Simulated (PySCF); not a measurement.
H4STi, SMILES [SH][TiH3], multiplicity 1. Atoms are numbered in the order given.

```xyz
6

Ti    -0.0018    -0.8658     0.0000
H      1.6197    -1.3502     0.0000
H     -0.7961    -1.4392     1.3725
H     -0.7961    -1.4392    -1.3725
S     -0.0785     1.3765     0.0000
H      1.2683     1.2524     0.0000
```

The structure is a stationary point at ωB97X-D3(BJ)/def2-TZVP. The multiplicity is an assumed one; other spin states were not compared.

All values below come from CAM-B3LYP/def2-TZVPD (PySCF).

The total energy is -1250.05322 hartree, the point group comes out as Cs and the highest occupied level is -9.63 eV. The lowest empty level is -1.68 eV and the orbital gap comes out as 7.95 eV. The dipole moment comes out as 0.150 e·Å and the quadrupole, principal values (traceless, Buckingham form, about the centre of nuclear charge) comes out as -2.69, -0.31, 3.00 D·Å. The mean static polarisability is 67.2 bohr³ (9.96 Å³) and the polarisability, principal values comes out as 60.4, 61.3, 79.9 bohr³.
